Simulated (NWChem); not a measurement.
C3H7Br; SMILES BrC(C)C

```xyz
11

C      0.1391    -1.5460    -1.2682
C     -0.4003    -0.9210     0.0000
C      0.1391    -1.5460     1.2682
Br     0.0037     1.0092     0.0000
H      1.2369    -1.4775    -1.3053
H     -0.1398    -2.6125    -1.2988
H     -0.2680    -1.0581    -2.1646
H     -1.4994    -0.9445     0.0000
H      1.2369    -1.4775     1.3053
H     -0.1398    -2.6125     1.2988
H     -0.2680    -1.0581     2.1646
```
Atoms are numbered in this order, from 1.

Results from NWChem. STO-3G and 3-21G are far too small for this property and stand as cheap habits. Coordinates come from a PBE0/def2-SVP optimisation. Field at 589 nm.

For level B3LYP/STO-3G:

| Quantity | Value |
|---|---|
| isotropic polarisability (bohr³) | 22.5 |
| anisotropy (bohr³) | 15.8 |

### Question
Estimate the same quantities for level B3LYP/def2-SVPD.

### Answer
isotropic polarisability (bohr³): 64.0
anisotropy (bohr³): 19.2
